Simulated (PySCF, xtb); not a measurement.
Hf(Cl)2(Me)2 (C2H6Cl2Hf), SMILES [CH3][Hf]([Cl])([CH3])[Cl], multiplicity 1.

GFN2-xTB in xtb at its own geometry gives an orbital gap of 2.33 eV and a dipole moment of 4.25 D.

Geometry: PBE0-D3(BJ)/def2-SVP. The multiplicity is an assumed one; other spin states were not compared. The def2 effective core potentials stand for the cores of Hf; spin–orbit coupling is left out.

What does PBE0/def2-TZVP run with PySCF give? (Estimate from the structure and the level; the computed values follow.)

gap 6.72 eV (levels -8.15 and -1.43 eV), dipole 1.53 D.
